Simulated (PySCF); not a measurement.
# MP2 beside CCSD(T) along group 14: bonds to O

MP2 and CCSD(T) in PySCF with def2-TZVPPD on every atom (core potentials on Sn), for the lowest determinant that a PBE0 search found; no spin–orbit coupling.

| molecule | state (unpaired electrons) | MP2 Re (Å) | MP2 ωe (cm⁻¹) | MP2 De (eV) | CCSD(T) Re (Å) | CCSD(T) ωe (cm⁻¹) | CCSD(T) De (eV) |
| --- | --- | --- | --- | --- | --- | --- | --- |
| CO | singlet (closed shell) | 1.138 | 2117 | 11.51 | 1.135 | 2150 | 10.91 |
| SiO | singlet (closed shell) | 1.531 | 1186 | 8.55 | ? | ? | ? |
| GeO | singlet (closed shell) | 1.646 | 950 | 7.41 | 1.638 | 977 | 6.78 |
| SnO | singlet (closed shell) | 1.848 | 802 | 6.21 | 1.839 | 819 | 5.57 |

**Question.** Estimate the CCSD(T) values of SiO by adding the mean shift from MP2 to CCSD(T) of the other rows, and compare with the calculation.

**Answer.** The mean shifts are -0.7 pm, +26 cm⁻¹ and -0.62 eV, which give 1.524 Å, 1212 cm⁻¹ and 7.93 eV. CCSD(T)/def2-TZVPPD gives Re = 1.523 Å, ωe = 1221 cm⁻¹, De = 7.97 eV.

**Question.** What are the mean differences of MP2 from CCSD(T) over the whole series?

**Answer.** Re +0.7 pm, ωe -28 cm⁻¹, De +0.61 eV.

In a basis of this size CCSD(T) is itself not converged; it tends to give bonds that are too long and too weak.

Correlated steps freeze the inner cores (2 to 10 orbitals); shallow outer-core shells are correlated. These are scalar-relativistic numbers at best; spin–orbit coupling would shift them, the dissociation energy most. Where the molecule has an RHF reference, its open-shell atoms are computed with UHF. The CCSD T1 diagnostic is raised in GeO, SiO, SnO, a sign that a single reference may not be enough there.
